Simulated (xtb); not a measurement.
sulfur tetrafluoride (F4S), SMILES FS(F)(F)F. All values are semi-empirical tight-binding results from xtb (GFN2-xTB unless named), good for trends rather than for accurate numbers. Geometry: GFN2-xTB.

Computed properties:
point group as xtb finds it: C2v
orbital gap: 6.27 eV
zero-point energy: 5.9 kcal/mol
G − E(el) at 298.15 K (modified RRHO): -12.1 kcal/mol
static polarisability (D4 model): 33.5 bohr³
solvation energy, GFN2-xTB/ALPB(water): -18.9 kcal/mol
solvation energy, GFN2-xTB/ALPB(benzene): -6.8 kcal/mol
